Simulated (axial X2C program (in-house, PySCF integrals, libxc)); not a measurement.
OMoO⁺: properties at the nuclei

Computed with an in-house all-electron X2C program for linear molecules (integrals from PySCF): two-component X2C with atomic mean-field Coulomb and Gaunt terms, Gaussian nuclei, basis O dyall-av3z, Mo dyall-v3z with contracted cores.

O–Mo–O held linear, with bonds 1.712 and 1.712 Å (near the PBE0 minimum at charge 1 of the determinant lowest at the starting distance; the state shown can have its own minimum elsewhere, held linear; other orders of the atoms were not compared).

Determinant lowest in the PBE0 search, Ω = 1/2 (⟨Sz⟩ = 0.50, ⟨Lz⟩ = 0.00 at PBE0), spin on the atoms O -0.36, Mo 1.22, O -0.36:

```tsv
level	A∥/gI O (MHz)	qzz O (a.u.)	A∥/gI Mo (MHz)	qzz Mo (a.u.)
PBE0	-248	1.13	-2660	-2.05
HF	-426	1.76	-3730	-2.33
r2SCAN	-275	1.07	-2780	-2.25
```

Determinant 0.21 eV from it at PBE0 and this distance, Ω = 3/2 (⟨Sz⟩ = 1.50, ⟨Lz⟩ = 0.00 at PBE0), spin on the atoms O 0.25, Mo 1.01, O 0.25:

```
 level  A∥/gI O (MHz)  qzz O (a.u.)  A∥/gI Mo (MHz)  qzz Mo (a.u.)
  PBE0           85.8          1.08            -299          -1.87
    HF            121          1.59            -148          -1.51
r2SCAN           91.2          1.03            -415          -2.05
```

A∥ (defined per Ω) follows by multiplying with gI = μI/(I μN); qzz is the electric field gradient, eQq0 = 234.96 MHz × Q/barn × qzz. The operators were transformed with the bare-nucleus X2C matrices; with these basis sets, hyperfine constants and field gradients can be off by tens of per cent, and where levels differ in sign neither size nor sign is settled.

Problem. With gI(17O) = -0.7575, Q(17O) = -0.02558 barn, gI(95Mo) = -0.3657, Q(95Mo) = -0.022 barn (g factors from the IAEA table of nuclear moments by Stone; Q from Pyykkö, Mol. Phys. 2018), turn the PBE0 values of the first state into constants in MHz.

Solution. A∥(17O) = -248 × -0.7575 = 188 MHz; eQq0(17O) = 234.96 × (-0.02558) × (1.13) = -6.79 MHz; A∥(95Mo) = -2660 × -0.3657 = 973 MHz; eQq0(95Mo) = 234.96 × (-0.022) × (-2.05) = 10.6 MHz.

The molecule was held linear; bending was not examined, so a bent shape may lie lower.

Each state is one determinant with collinear spin, which with several unpaired electrons need not be a pure state. Unrestricted Hartree–Fock can overshoot spin polarisation at the nuclei. With several open shells hyperfine constants can be off by a factor of several. In the state Ω = 1/2 the atomic spins oppose each other (-0.36, 1.22, -0.36): a broken-symmetry determinant whose values are not spin-projected. States lie within half an eV, so the first need not be the ground state. PBE0 term energies can be off by some tenths of an eV.
